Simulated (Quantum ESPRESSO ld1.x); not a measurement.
Values are calculated unless marked as measured or tabulated.
Problem. All-electron atom: Ce XXXI in [Ar] 3d10 (the NIST ground configuration). Code: ld1.x of Quantum ESPRESSO 7.5. Model: Dirac Kohn-Sham, relativistic LDA (MacDonald-Vosko exchange, VWN5 correlation), spin-unpolarised, spherical densities, point nucleus. Some entries of the table are withheld. Estimate them.

orbital  occ.  eigenvalue (eV)  r(max) (bohr)  <r^2> (bohr^2)
1s1/2       2         -41081.1          0.016       0.0008267
2s1/2       2         -7468.24          0.090         0.01302
2p1/2       2         -7124.70            (1)             (2)
2p3/2       4         -6680.18            (3)             (4)
3s1/2       2              (5)          0.254         0.08574
3p1/2       2         -2226.44          0.240         0.08007
3p3/2       4         -2135.01          0.249         0.08683
3d3/2       4         -1882.33          0.199         0.06946
3d5/2       6         -1862.13          0.203         0.07132

Solution. 
(1) 2p1/2 r(max) (bohr): 0.068
(2) 2p1/2 <r^2> (bohr^2): 0.009524
(3) 2p3/2 r(max) (bohr): 0.073
(4) 2p3/2 <r^2> (bohr^2): 0.01077
(5) 3s1/2 eigenvalue (eV): -2372.10
